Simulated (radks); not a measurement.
The numbers below are computed, except where a source is named.
The table gives one normalised radial function P(r) = r R(r) of Li2+ in 1s0.5 2s0.5 (r in bohr). Level of theory: scalar-relativistic Kohn-Sham, PBEsol, spin-polarised, spherical densities, finite nucleus; open shells are filled with parallel spins first; Fermi nuclear charge, rms radius 2.444 fm (a radial shooting solver on a logarithmic mesh with Libxc functionals).

| r | P |
|---|---|
| 0.02986 | 0.0923 |
| 0.03618 | 0.1097 |
| 0.04384 | 0.1297 |
| 0.05312 | 0.1527 |
| 0.06437 | 0.1785 |
| 0.07799 | 0.2069 |
| 0.0945 | 0.2376 |
| 0.1145 | 0.2693 |
| 0.1387 | 0.3004 |
| 0.1681 | 0.3284 |
| 0.2037 | 0.3495 |
| 0.2468 | 0.3589 |
| 0.2991 | 0.3506 |
| 0.3595 | 0.3199 |
| 0.4356 | 0.2579 |
| 0.5278 | 0.1605 |
| 0.6395 | 0.0269 |
| 0.7748 | -0.1376 |
| 0.9388 | -0.3198 |
| 1.138 | -0.4984 |
| 1.378 | -0.6476 |
| 1.67 | -0.7329 |
| 2.024 | -0.7270 |
| 2.452 | -0.6272 |
| 2.971 | -0.4659 |
| 3.6 | -0.2938 |
| 4.362 | -0.1530 |
| 5.285 | -0.0631 |
| 6.404 | -0.0197 |

Which n and l does it have? It may be an empty orbital.

Answer. n = 2, l = 0: the number of nodes gives n - l - 1 = 1, the rise at small r (about r^(l+1)) gives l, and the extent must fit the shell. The curve is that of 2s up; the table hardly tells the two spins apart. 2s up: eigenvalue -23.929 eV, 1 radial node at r = 0.661 bohr, <r> = 2.10 bohr, 90 % of the charge inside 3.18 bohr.
